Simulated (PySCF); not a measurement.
Compound: C₆H₃N.
Cartesian coordinates in Å at the PBE0-D3(BJ)/def2-SVP level; atoms count from 1:
```xyz
10
C6H3N angstrom
C     -2.3470    1.0769   -0.1291
C     -1.4548    0.1348   -0.0296
C     -0.5538   -0.8269    0.0721
C      0.8289   -0.6212   -0.1560
C      2.0243   -0.4734   -0.3454
C      3.3680   -0.2973   -0.5591
N      4.5080   -0.1491   -0.7403
H     -2.8514    1.2783   -1.0807
H     -2.6136    1.6973    0.7338
H     -0.8764   -1.8403    0.3477
```

All values: B3LYP/def2-SVPD (PySCF, non-relativistic), on one gas-phase PBE0-D3(BJ)/def2-SVP geometry that isn't relaxed in the solvent. The solvent is an IEF-PCM continuum (van der Waals radii × 1.2), and excitations are vertical TDDFT with non-equilibrium linear response and a frozen core. Only the electrostatic response of the medium enters.

Gas-phase singlets (H = HOMO, L = LUMO):

| state | E (eV) | λ (nm) | f | leading configurations |
| --- | --- | --- | --- | --- |
| S1 | 4.467 | 278 | 0.000 | H→L+1 91% |
| S2 | 4.655 | 266 | 0.000 | H-1→L 91% |
| S3 | 4.676 | 265 | 0.212 | H→L 70%, H-1→L+1 24% |
| S4 | 5.040 | 246 | 0.000 | H-2→L 95% |
| S5 | 5.550 | 223 | 0.000 | H→L+2 93% |

Problem. How does the list change in cyclohexane (ε = 2.017)?

Solution. 
| state | E (eV) | λ (nm) | f | leading configurations | change by rank (eV) |
| --- | --- | --- | --- | --- | --- |
| S1 | 4.423 | 280 | 0.000 | H→L+1 95% | -0.044 |
| S2 | 4.606 | 269 | 0.345 | H→L 76%, H-1→L+1 19% | -0.049 |
| S3 | 4.708 | 263 | 0.000 | H-1→L 95% | +0.032 |
| S4 | 4.946 | 251 | 0.000 | H-2→L 95% | -0.094 |
| S5 | 5.627 | 220 | 0.000 | H→L+2 94% | +0.077 |

Problem. How does the list change in chloroform (ε = 4.711)?

Solution. 
```
state  E (eV)  λ (nm)      f  leading configurations  change by rank (eV)
   S1   4.377     283  0.000               H→L+1 97%               -0.090
   S2   4.595     270  0.360    H→L 77%, H-2→L+1 12%               -0.060
   S3   4.742     261  0.000    H-1→L 63%, H-2→L 34%               +0.066
   S4   4.876     254  0.000    H-2→L 62%, H-1→L 34%               -0.164
   S5   5.690     218  0.000               H→L+2 95%               +0.140
```

Problem. The ground-state energy changes by -0.185 eV from gas to chloroform. By how much does the total energy of gas-phase S1 change?

Solution. E(S1) = E(S0) + excitation energy, so it changes by -0.185 − 0.090 = -0.275 eV: it is lowered more than the ground state, which is what a red shift means. This is the vertical state, with the slow part of the continuum still set for S0.

Problem. How do the frontier levels move from gas to chloroform?

Solution. 
| orbital | gas (eV) | solvent (eV) | change (eV) | Löwdin shares, gas | Löwdin shares, solvent |
| --- | --- | --- | --- | --- | --- |
| LUMO+2 | -0.73 | -0.46 | +0.27 | C2 29 %, C1 28 %, C3 8 %, C4 7 % | C1 32 %, C2 31 %, C3 9 %, H9 6 % |
| LUMO+1 | -1.67 | -1.68 | -0.01 | C4 20 %, N7 20 %, C5 17 %, C6 16 % | N7 23 %, C4 22 %, C6 19 %, C5 18 % |
| LUMO | -2.33 | -2.24 | +0.09 | C2 22 %, C4 15 %, C5 14 %, N7 13 % | C2 20 %, C4 17 %, N7 15 %, C5 14 % |
| HOMO | -7.48 | -7.37 | +0.11 | C5 21 %, C2 18 %, C4 16 %, C3 16 % | C5 20 %, C2 19 %, C3 18 %, C4 14 % |
| HOMO-1 | -8.30 | -8.29 | +0.01 | C4 29 %, C5 26 %, N7 22 %, C6 14 % | C1 30 %, C2 30 %, C4 11 %, C5 9 % |
| HOMO-2 | -8.63 | -8.37 | +0.26 | C1 40 %, C2 37 %, C3 8 % | C4 21 %, C5 20 %, N7 14 %, C2 10 % |
| HOMO-3 | -9.70 | -9.65 | +0.05 | C3 23 %, N7 20 %, C6 16 %, C4 15 % | C3 22 %, C4 19 %, N7 18 %, C6 13 % |

The HOMO–LUMO gap goes from 5.15 to 5.14 eV. Rows go by rank; for HOMO-2 and HOMO-1 the atom shares or the degeneracy differ between the runs, so the row needn't follow one orbital.

Hardware: one thread, Arm Neoverse V2 (aarch64), no GPU, shared host with 96 logical CPUs at a one-minute load of 58. Cost: 11 s wall, 0.79 GiB resident at most. This is the whole response run at B3LYP/def2-SVPD in chloroform, SCF included.
